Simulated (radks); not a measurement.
The numbers below are computed, except where a source is named.
Radial electron density D(r) = 4 pi r^2 rho(r) of an atom or ion with 10 electrons. Level of theory: Dirac Kohn-Sham, PBE, spin-unpolarised, spherical densities, finite nucleus; Fermi nuclear charge, rms radius of each element as measured or else 0.836 A^(1/3) + 0.57 fm (a radial shooting solver on a logarithmic mesh with Libxc functionals).

```
   r/bohr * D(r) (the largest magnitude, 10.8, reaches the edge; | marks zero)
  0.01445 |     *
  0.01779 |        *
  0.02191 |           *
  0.02719 |                *
  0.03347 |                      *
  0.04121 |                             *
  0.05115 |                                     *
  0.06298 |                                            *
  0.07816 |                                                   *
  0.09623 |                                                      *
   0.1185 |                                                     *
   0.1471 |                                                *
   0.1811 |                                        *
   0.2229 |                                *
   0.2767 |                          *
   0.3406 |                          *
   0.4194 |                               *
   0.5205 |                                     *
   0.6408 |                                       *
    0.789 |                                    *
   0.9792 |                             *
    1.206 |                   *
    1.484 |           *
    1.842 |     *
    2.268 | *
    2.793 |*
    3.466 *
```

What is the nuclear charge?

Answer. Z = 10. The innermost maximum, from 1s, lies near gamma/Z bohr with gamma = sqrt(1 - (Z/c)^2) = 0.997, here 0.0997 bohr (found: 0.104), and its height grows with Z. The density is that of neutral neon in [Ne]; the configuration itself is not fixed sharply by these data. D(r) has 2 maxima, at r = 0.104, 0.641 bohr, and minima at 0.307 bohr, inside which lie 2.21 electrons.
